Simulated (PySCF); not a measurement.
**Telling isomers of C₄H₄F₄OSi apart by NMR**

How the numbers were obtained: shieldings: GIAO PBE0/pcSseg-1, geometry: GFN2-xTB, in PySCF (no solvent, relativity neglected, one conformer, equivalent nuclei averaged).

Shifts are taken against calculated references (same method and geometry level): $^{1}$H (σref 31.72), $^{13}$C (σref 186.93) against TMS. Splittings of carbon signals by F and P are missing where no couplings were computed. Where no couplings were computed, multiplicities follow the n + 1 count of equivalent neighbours, and m marks all less simple cases (inequivalent or close neighbours, rings, F or P nearby). Shifts are as computed. Against solution values, carbons near 30 ppm lie about +3 ppm off and those near 130 ppm about +5 ppm. Of 1211 compounds with measured shifts, 218 miss one by over three times the rms of a fit or turn the order of signals round; such compounds aren't used in these exercises.

(1) Tabulate the signals of `O=C/C(=C\C(F)(F)F)[SiH2]F`, `O=C(F)/C(=C/[SiH3])C(F)(F)F` and their relative energies.

(2) What is the quickest way to tell O=C/C(=C\C(F)(F)F)[SiH2]F from O=C(F)/C(=C/[SiH3])C(F)(F)F?

Answers

(1) 
```json
{"SMILES": "O=C/C(=C\\C(F)(F)F)[SiH2]F", "carbon types": "2×C 2×CH", "δC": "202.2, 157.4, 153.3, 130.7", "δH": "10.44 (m, 1H), 7.24 (m, 1H), 5.42 (m, 2H)", "E rel. (kcal/mol)": "0.0"}
{"SMILES": "O=C(F)/C(=C/[SiH3])C(F)(F)F", "carbon types": "3×C 1×CH", "δC": "164.0, 157.8, 141.8, 131.9", "δH": "8.43 (m, 1H), 4.38 (d, 3H)", "E rel. (kcal/mol)": "26.9"}
```

Energies are electronic energies at PBE0/pcSseg-1 on these geometries, without zero-point or thermal terms, each for the one conformer computed, which needn't be the lowest.

(2) Both give the same number of carbon signals, but DEPT or the intensities differ. The first has an aldehyde carbonyl carbon (CH) at 202.2 ppm, the second an α carbon of a C=C–C=O unit (C) at 141.8 ppm. Their most deshielded carbons lie at 202.2 and 164.0 ppm. In the proton spectra the most deshielded non-exchanging signals are 10.44 (m, 1H) and 8.43 (m, 1H).
